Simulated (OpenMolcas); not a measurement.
Ag3+ among 8 point charges of -1.2 e arranged as a cube (Oh), 2.37 Å from the ion.
```
   1.3683    1.3683    1.3683  -1.20
   1.3683    1.3683   -1.3683  -1.20
   1.3683   -1.3683    1.3683  -1.20
   1.3683   -1.3683   -1.3683  -1.20
  -1.3683    1.3683    1.3683  -1.20
  -1.3683    1.3683   -1.3683  -1.20
  -1.3683   -1.3683    1.3683  -1.20
  -1.3683   -1.3683   -1.3683  -1.20
```

```yaml
Program: OpenMolcas
Method: CASSCF
Basis: ANO-RCC-VDZP [6s5p3d1f]
Scalar_Hamiltonian: DKH2, point nucleus
Active_space: 8 electrons in 5 orbitals (4d)
State_averaging: 2S+1 = 3 even, 10 roots; 2S+1 = 1 even, 15 roots
Spin-orbit_coupling: state interaction with AMFI integrals over the reference wave functions
```

Q: What is the spin-free ground state (labels of O, the rotations of Oh)?

A: 3T1, 3-fold in its orbital part, 100 % from free-ion F terms; it has the highest spin that d8 allows.

Q: Where is the first state of the same spin?

A: 3T2 at 1430 cm-1 above the ground state.

Q: What are the lowest two levels with spin-orbit coupling?

A: A 1-fold level A1, then a 3-fold level T1 434.4 cm-1 above it. Their leading multiplicities are 3 (99 %) and 3 (99 %).

Q: What is χT at 300 K, and how does it compare with the textbook value?

A: The lowest level has 2S+1 = 3, for which the spin-only value is χT = S(S+1) / 2 = 1.000 cm3 K/mol (g = 2). The computed 2.889 at 300 K differs by +1.889, through orbital momentum, spin-orbit coupling and any other state in reach. With a threefold ground state the orbital momentum is unquenched, so the spin-only value is not expected to hold.

Q: Which ligand-field parameters describe the states?

A: A least-squares ligand-field fit to the states below 45000 cm-1, each weighted by its degeneracy and with a free common offset, gives 10Dq = -1724 cm-1 (negative for this site), B = 1021 cm-1 and C = 4087 cm-1 (C/B = 4.00), with an rms deviation of 20 cm-1. 

An orbital triplet at a regular site is open to Jahn-Teller coupling, which can distort the site and quench the lowest spin-orbit gaps and is left out. Without dynamic correlation the repulsion within the d shell is too large (B by tens of per cent), so at a given field states of lower spin stand too high. Real 4d8 and 5d8 ions are as a rule square planar and diamagnetic. The ground term spreads over less than 5000 cm-1, several times less than with real ligands, so orbital moments are less quenched and χT lies further from the spin-only value than at real sites. This is an electrostatic model: the charges have no orbitals. No measured value stands beside these numbers.
